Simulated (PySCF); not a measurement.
A homologous series of growing length: n-germane silyl/silyl. All species are isolated molecules in the gas phase. One relaxed conformer stands for each flexible species; it need not be the lowest. Strings in code marks are SMILES.

The T1 excitation (TDA) from two functionals at the same geometries (r2SCAN-D4/def2-SVP), both in PySCF: PBE-D3(BJ)/def2-TZVP and r2SCAN-D4/def2-TZVP. Excitations are Tamm–Dancoff values on a coarser integration grid. The basis has no diffuse functions, so Rydberg states are missing or too high.

```tsv
species	PBE-D3(BJ)/def2-TZVP (eV)	r2SCAN-D4/def2-TZVP (eV)
n = 1 (`[SiH3][GeH2][SiH3]`)	5.58	5.78
n = 2 (`[SiH3][GeH2][GeH2][SiH3]` (Si–Ge–Ge–Si torsion 178°))	5.05	5.25
n = 3 (`[SiH3][GeH2][GeH2][GeH2][SiH3]` (Si–Ge–Ge–Ge torsion 175°, Ge–Ge–Ge–Si torsion 178°))	4.68	4.88
n = 5 (`[SiH3][GeH2][GeH2][GeH2][GeH2][GeH2][SiH3]`)	4.22	4.43
n = 6 (`[SiH3][GeH2][GeH2][GeH2][GeH2][GeH2][GeH2][SiH3]`)	4.07	4.29
n = 7 (`[GeH2]([GeH2][GeH2][GeH2][SiH3])[GeH2][GeH2][GeH2][SiH3]`)	3.95	4.17
```

Over these rows, drawn at random from the members with no instability flagged (it was tested for open shells, ions and some series alone), PBE minus r2SCAN-D4: mean -0.21 eV, from -0.22 eV to -0.20 eV.
